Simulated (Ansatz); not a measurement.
Born–Oppenheimer molecular dynamics of Cl₂H₂SZn (6 atoms, charge 0, multiplicity 1). It starts at the highest image of a converged band. Of that band: The top lies less than 8 meV above the higher end, about what the thresholds resolve: that end is a shoulder or a very shallow well. A vibrational analysis at the climbing image gives one clearly imaginary mode, 95i cm⁻¹: a first-order saddle point.

These are results of Ansatz, RKS PBE-D4/def2-SVP, not measurements.

```yaml
ensemble: NVE (velocity Verlet)
time_step: 0.5 fs
steps_asked: 200
starting_velocities_drawn_for: 100 K
seed: 9508
```

First frame:

```xyz
6
Properties=species:S:1:pos:R:3
Zn -0.690 0.102 -0.247
Cl 0.047 -0.229 2.147
Cl 0.685 0.087 -1.862
S -2.775 0.269 0.704
H -2.997 -1.071 0.566
H -1.369 -0.031 1.948
```

(1) How far do the bonds stretch over the last three quarters of this one trajectory? (Pairs bonded in most of those frames.)

Answers

(1) 
```
   bond  mean (Å)  spread (Å)  shortest  longest
Zn1–Cl2     2.426       0.060      2.29     2.52
Zn1–Cl3     2.124       0.020      2.09     2.15
 Zn1–S4     2.347       0.044      2.31     2.47
 Cl2–H6     1.653       0.171      1.48     2.04
  S4–H5     1.365       0.004      1.36     1.37
```

Mean temperature of the second half: 134 K. The conserved energy stayed within 0.018 meV per atom of its start (net change -0.005 meV per atom), so the integration is sound. The kinetic energy rose, since the run started high on the potential surface and went downhill. A run of 0.1 ps of so small a system gives no equilibrium averages. The orbitals stay closed-shell, which can raise the energy where a bond breaks towards radicals; this wasn't checked here.

The run took 5.8 min on 2 threads of Arm Neoverse V1, on a shared host, peak memory 0.14 GiB.
